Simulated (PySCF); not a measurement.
C₂H₃Cl₂FSi, SMILES Cl[Si@H](F)C(Cl)=C. Heavy atoms are numbered as in [CH2:1]=[C:2]([Cl:3])[Si@@H:4]([F:5])[Cl:6]. Hydrogens are named by the atom that carries them.

The structure is a stationary point at B3LYP-D3(BJ)/def2-SVP. The structure was generated by enumeration; whether it is a known compound was not checked. Other conformers were not sampled.

Method: PBE/pcSseg-1 in PySCF.

GIAO shieldings, no solvent; atoms alike by connectivity are averaged. δ = σ(ref) − σ: ¹³C against TMS (σ = 182.0 ppm); ³⁵Cl against HCl (σ = 936.5 ppm); ²⁹Si against TMS (σ = 335.4 ppm); ¹⁹F against CFCl3 (σ = 133.6 ppm); ¹H against TMS (σ = 31.49 ppm), references at their B3LYP-D3(BJ)/def2-TZVP geometries, non-relativistic (without spin–orbit terms, shifts of atoms bonded to Cl or Br come out too high).

```csv
atoms,nucleus,count,δ (ppm)
C2,¹³C,1,152.7
C1 (CH2),¹³C,1,___
Cl3,³⁵Cl,1,278.9
Cl6,³⁵Cl,1,81.0
Si4 (SiH),²⁹Si,1,___
F5,¹⁹F,1,___
H on C1,¹H,2,___
H on Si4,¹H,1,5.81
```

Task: Complete the blanks. (Estimate from the structure and the level; the computed values follow.)

Result: 
- H on C1, δ (ppm): 6.65
- F5, δ (ppm): -180.5
- Si4 (SiH), δ (ppm): -8.5
- C1 (CH2), δ (ppm): 138.2
